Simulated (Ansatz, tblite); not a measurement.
Cost and result up the ladder for `SC#Cc1ccc(C#Cc2ccc(C#Cc3ccc(S)cc3)cc2)cc1` (40 atoms). Total charge 0; singlet. Geometry: r2SCAN-D4/def2-SVP.

```xyz
40

S     5.9325   -3.5355   -9.7987
C     5.1456   -2.9220   -8.4457
C     4.5343   -2.5863   -7.4371
C     3.8268   -2.1800   -6.2778
C     3.9405   -0.8586   -5.7848
C     3.2456   -0.4630   -4.6508
C     2.4074   -1.3696   -3.9591
C     1.6994   -0.9654   -2.8005
C     1.0862   -0.6158   -1.7976
C     0.3788   -0.2128   -0.6384
C    -0.4284   -1.1323    0.0746
C    -1.1204   -0.7382    1.2103
C    -1.0386    0.5938    1.6838
C    -1.7441    0.9959    2.8448
C    -2.3528    1.3433    3.8509
C    -3.0545    1.7446    5.0154
C    -3.8198    0.8175    5.7590
C    -4.5072    1.2091    6.9026
C    -4.4539    2.5439    7.3427
S    -5.2964    3.1211    8.7827
C    -3.6961    3.4768    6.6098
C    -3.0095    3.0841    5.4676
C    -0.2345    1.5141    0.9687
C     0.4583    1.1197   -0.1666
C     2.2963   -2.6911   -4.4533
C     2.9890   -3.0881   -5.5881
H     6.5451   -2.3864  -10.1825
H     4.5849   -0.1482   -6.3086
H     3.3415    0.5601   -4.2787
H    -0.4987   -2.1634   -0.2815
H    -1.7385   -1.4573    1.7542
H    -3.8675   -0.2225    5.4257
H    -5.0908    0.4695    7.4589
H    -5.8481    1.9367    9.1252
H    -3.6465    4.5184    6.9412
H    -2.4237    3.8161    4.9057
H    -0.1641    2.5452    1.3247
H     1.0768    1.8387   -0.7102
H     1.6527   -3.4013   -3.9282
H     2.8925   -4.1111   -5.9601
```

Ansatz on 2 threads of AMD EPYC 7R13 on a shared host and a share (18 GiB) of an NVIDIA H100 80GB HBM3; xTB runs through tblite on one thread. Times are rough, summed over both states, and most runs start from the orbitals of an earlier one. PBE0-D4/def2-TZVP serves as the yardstick here, not as an exact answer. The other state is a triplet.

The xTB rows come from tblite. Single mean-field runs in def2-TZVP are fitted with def2-universal-jkfit.

xTB has no spin-polarisation term.

```tsv
level	functions	wall time	vertical triplet (eV)	difference from PBE0-D4/def2-TZVP (eV)
GFN2-xTB	128	0.21 s	2.21	-0.14
GFN1-xTB	142	0.25 s	2.19	-0.16
PBE-D4/def2-TZVP	902	22 s	1.99	-0.37
PBE0-D4/def2-TZVP	902	36 s	2.35	0.00
```
